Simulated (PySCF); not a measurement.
PBE on C⁻ (carbon, charge -1), [He] 2s2 2p3, high-spin 4S determinant. Calculation: PySCF 2.14, in aug-cc-pwCVQZ (9s8p6d4f2g, 109 functions); the non-relativistic Hamiltonian (point nucleus).

```
cycle= 1 E= -37.8518293125428  delta_E= -0.00391  |g|= 0.0656  |ddm|= 0.642
cycle= 2 E= -37.8350049864464  delta_E= 0.0168  |g|= 0.157  |ddm|= 0.526
cycle= 3 E= -37.8563344638336  delta_E= -0.0213  |g|= 0.0178  |ddm|= 0.314
cycle= 4 E= -37.8566739771655  delta_E= -0.00034  |g|= 0.00031  |ddm|= 0.044
cycle= 5 E= -37.8566740615661  delta_E= -8.44e-08  |g|= 3.11e-05  |ddm|= 0.00201
cycle= 6 E= -37.8566740624089  delta_E= -8.43e-10  |g|= 4.69e-06  |ddm|= 0.000357
converged SCF energy = -37.8566740624089  <S^2> = 3.7527498  2S+1 = 4.0013747
```

Highest occupied orbital energy: 1.885 eV; ⟨L²⟩ = 0.00; populations by l: s 4.00, p 3.00, d 0.00, f 0.00.

(1) Can this result be used?

Results:

(1) With care. The calculation finished and met its thresholds. At PBE the highest occupied level has a positive energy, so only the finite basis holds that electron; in a semilocal or global hybrid functional this comes from self-interaction and does not mean that the real anion is unbound.
